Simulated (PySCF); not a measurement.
Sn(H)2(vinyl)(OH) (C2H6OSn), SMILES [OH][SnH2][CH]=C.

Geometry: PBE0-D3(BJ)/def2-SVP. The structure was generated by enumeration; whether it is a known compound was not checked. The def2 effective core potentials stand for the cores of Sn; spin–orbit coupling is left out. One conformer was computed; it need not be the lowest.

Level of theory: TDDFT-ωB97X/def2-SVPD (PySCF 2.14.0).

Vertical excitations. Isolated molecule, no solvent.

Computed lowest excited states:
| state | energy (eV) | λ (nm) | f | main pairs |
|---|---|---|---|---|
| S1 | 6.02 | 206 | 0.006 | HOMO→LUMO 84 % |
| S2 | 6.67 | 186 | 0.031 | HOMO−2→LUMO 54 %, HOMO→LUMO+2 25 % |
| S3 | 7.09 | 175 | 0.411 | HOMO−1→LUMO 88 % |
| S4 | 7.59 | 163 | 0.025 | HOMO−2→LUMO 26 %, HOMO−3→LUMO 20 %, HOMO→LUMO+2 19 %, HOMO−2→LUMO+2 9 % |
| S5 | 7.91 | 157 | 0.014 | HOMO→LUMO+1 51 %, HOMO→LUMO+4 10 % |
| S6 | 7.99 | 155 | 0.055 | HOMO−1→LUMO+3 51 %, HOMO−1→LUMO+1 15 % |
| S7 | 8.03 | 154 | 0.033 | HOMO−3→LUMO 18 %, HOMO−4→LUMO 17 %, HOMO−2→LUMO+2 12 %, HOMO→LUMO+2 11 % |
| S8 | 8.04 | 154 | 0.156 | HOMO−4→LUMO 25 %, HOMO→LUMO+3 18 %, HOMO−1→LUMO+2 15 %, HOMO→LUMO+1 15 % |
| S9 | 8.30 | 149 | 0.135 | HOMO→LUMO+3 35 %, HOMO−4→LUMO 20 %, HOMO−3→LUMO 8 %, HOMO−2→LUMO+1 7 % |
| S10 | 8.41 | 147 | 0.010 | HOMO−1→LUMO+2 17 %, HOMO−2→LUMO+2 14 %, HOMO→LUMO+5 13 %, HOMO−2→LUMO+3 12 % |
| T1 | 4.36 | 284 | 0 | HOMO−1→LUMO 57 %, HOMO−1→LUMO+2 19 % |
| T2 | 5.60 | 221 | 0 | HOMO→LUMO 76 % |
| T3 | 6.16 | 201 | 0 | HOMO−2→LUMO 43 %, HOMO→LUMO+2 29 % |
| T4 | 6.77 | 183 | 0 | HOMO−3→LUMO 24 %, HOMO→LUMO+2 14 %, HOMO−1→LUMO 12 %, HOMO−1→LUMO+2 11 % |
Triplets are in the Tamm–Dancoff approximation, which puts them higher than full response would, so one can lie above its singlet here.
